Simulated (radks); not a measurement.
Removal energies from the nickel ion Ni3+, [Ar] 3d(3/2: 4, 5/2: 3), by Delta-SCF beside the eigenvalue of the level emptied. Calculated with a radial shooting solver on a logarithmic mesh with Libxc functionals: Dirac Kohn-Sham, BLYP, spin-unpolarised, spherical densities, finite nucleus; Fermi nuclear charge, rms radius of each element as measured or else 0.836 A^(1/3) + 0.57 fm. Sub-shells are occupied by j as written (lower j first in brackets).

removed from                             final configuration  Delta-SCF (eV)  -eigenvalue (eV)
3d5/2                                [Ar] 3d(3/2: 4, 5/2: 2)          57.374            46.906
3d3/2                                [Ar] 3d(3/2: 3, 5/2: 3)          57.673            47.178
3p3/2         [Ne] 3s2 3p(1/2: 2, 3/2: 3) 3d(3/2: 4, 5/2: 3)          121.13            109.78
3p1/2         [Ne] 3s2 3p(1/2: 1, 3/2: 4) 3d(3/2: 4, 5/2: 3)          123.46            112.04
